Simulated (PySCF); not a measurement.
Al(CF3)(OH)2 (CH2AlF3O2), SMILES [C](F)(F)([Al]([OH])[OH])F. Heavy atoms are numbered as in [Al:1]([C:2]([F:3])([F:4])[F:5])([OH:6])[OH:8]. Hydrogens are named by the atom that carries them.

Coordinates come from a B3LYP-D3(BJ)/def2-SVP optimisation. The structure was generated by enumeration; whether it is a known compound was not checked. Other conformers were not sampled.

All values below come from PBE/pcSseg-1 run with PySCF.

GIAO shieldings, no solvent; atoms alike by connectivity are averaged. δ = σ(ref) − σ: ¹³C against TMS (σ = 182.0 ppm); ¹⁹F against CFCl3 (σ = 133.6 ppm); ¹⁷O against H2O (σ = 334.3 ppm); ¹H against TMS (σ = 31.49 ppm), references at their B3LYP-D3(BJ)/def2-TZVP geometries, non-relativistic.

```json
[
 {"nucleus": "¹³C", "atoms": "C2", "count": "1", "δ (ppm)": "144.9"},
 {"nucleus": "¹⁹F", "atoms": "F3", "count": "3", "δ (ppm)": "-75.7"},
 {"nucleus": "¹⁷O", "atoms": "O6 (OH)", "count": "2", "δ (ppm)": "35.2"},
 {"nucleus": "¹H", "atoms": "H on O6", "count": "2", "δ (ppm)": "2.16"}
]
```
